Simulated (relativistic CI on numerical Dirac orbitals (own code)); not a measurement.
Ligand-field terms of d4

Computed with a parametric ligand-field model of a d^n configuration (Racah B and C, spin-orbit zeta, crystal field), exact diagonalisation.

Field parameters in Wybourne normalisation: D4h B²₀ = −7Ds, B⁴₀ = 21(Dq − Dt), B⁴₄ = 21√(5/14) Dq; Oh B⁴₀ = 21Dq, B⁴₄ = √(5/14) B⁴₀. The field is a parameter set, without covalency.

(1) Ground term and bands for B = 610, C = 2800, ζ = 0 cm⁻¹, Oh, 10Dq = 7000 cm⁻¹?

(2) Ground term and bands for B = 370, C = 1720, ζ = 0 cm⁻¹, D4h, 10Dq = 11600, Ds = -1500, Dt = 440 cm⁻¹?

(3) Ground term and bands for B = 570, C = 2390, ζ = 0 cm⁻¹, D4h, 10Dq = 16800, Ds = -880, Dt = 630 cm⁻¹?

(4) Ground term and bands for B = 980, C = 4130, ζ = 0 cm⁻¹, Oh, 10Dq = 4100 cm⁻¹?

(5) Ground term and bands for B = 770, C = 3850, ζ = 0 cm⁻¹, Oh, 10Dq = 4100 cm⁻¹?

Answers

(1) Ground term 5E with 1.00 electrons in the two orbitals of the cubic e set. Spin-allowed: 5T2 7000 cm⁻¹ (1429 nm). Lowest spin-forbidden: 3T1 8968 cm⁻¹ (1115 nm), 3E 14156 cm⁻¹ (706 nm), 3T1 14990 cm⁻¹ (667 nm).

(2) Ground term 3A2 with 0.03 electrons in the two orbitals of the cubic e set. Spin-allowed: 3E 6150 cm⁻¹ (1626 nm), 3E 7690 cm⁻¹ (1300 nm), 3A1 10277 cm⁻¹ (973 nm), 3E 10961 cm⁻¹ (912 nm). Lowest spin-forbidden: 5A1 1291 cm⁻¹, 1B2 4908 cm⁻¹ (2037 nm), 5B1 5091 cm⁻¹ (1964 nm).

(3) Ground term 3A2 with 0.03 electrons in the two orbitals of the cubic e set. Spin-allowed: 3E 5499 cm⁻¹ (1818 nm), 3E 10763 cm⁻¹ (929 nm), 3A1 14779 cm⁻¹ (677 nm), 3B1 14931 cm⁻¹ (670 nm). Lowest spin-forbidden: 5A1 2279 cm⁻¹, 5B1 2649 cm⁻¹, 1B2 6852 cm⁻¹ (1459 nm).

(4) Ground term 5E with 1.00 electrons in the two orbitals of the cubic e set. Spin-allowed: 5T2 4100 cm⁻¹ (2439 nm). Lowest spin-forbidden: 3T1 18676 cm⁻¹ (535 nm), 3E 20957 cm⁻¹ (477 nm), 3T1 22397 cm⁻¹ (446 nm).

(5) Ground term 5E with 1.00 electrons in the two orbitals of the cubic e set. Spin-allowed: 5T2 4100 cm⁻¹ (2439 nm). Lowest spin-forbidden: 3T1 16622 cm⁻¹ (602 nm), 3E 18947 cm⁻¹ (528 nm), 3T1 20307 cm⁻¹ (492 nm).
